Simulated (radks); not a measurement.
The numbers below are computed, except where a source is named.
Question: Ho XXVI, configuration [Kr] 4d6 (the NIST ground configuration). Level of theory: Dirac Kohn-Sham, relativistic LDA (MacDonald-Vosko exchange, VWN5 correlation), spin-unpolarised, spherical densities, finite nucleus; open shells fill j = l - 1/2 first; Fermi nuclear charge, rms radius 5.2022 fm (a radial shooting solver on a logarithmic mesh with Libxc functionals). Some entries of the table are withheld. Estimate them.

| orbital | occ. | eigenvalue (eV) | <r^2> (bohr^2) | <1/r> (bohr^-1) |
|---|---|---|---|---|
| 1s1/2 | 2 | -55862.95 | 0.0005932 | 75.70 |
| 2s1/2 | 2 | -10026.01 | 0.009175 | (1) |
| 2p1/2 | 2 | -9591.481 | 0.006621 | 18.16 |
| 2p3/2 | 4 | -8744.845 | 0.007840 | 15.85 |
| 3s1/2 | 2 | -2858.680 | (2) | 6.683 |
| 3p1/2 | 2 | -2667.872 | 0.05557 | 6.604 |
| 3p3/2 | 4 | -2488.959 | 0.06223 | 6.014 |
| 3d3/2 | 4 | (3) | 0.04893 | 5.898 |
| 3d5/2 | 6 | (4) | 0.05077 | 5.753 |
| 4s1/2 | 2 | -1132.974 | 0.2664 | 3.016 |
| 4p1/2 | 2 | -1054.383 | 0.2699 | (5) |
| 4p3/2 | 4 | -1005.286 | 0.2947 | (6) |
| 4d3/2 | 4 | -874.4234 | 0.2974 | 2.608 |
| 4d5/2 | 2 | -864.2611 | 0.3048 | 2.562 |

Answer: 
(1) 2s1/2 <1/r> (bohr^-1): 18.18
(2) 3s1/2 <r^2> (bohr^2): 0.06012
(3) 3d3/2 eigenvalue (eV): -2160.619
(4) 3d5/2 eigenvalue (eV): -2121.255
(5) 4p1/2 <1/r> (bohr^-1): 2.938
(6) 4p3/2 <1/r> (bohr^-1): 2.745
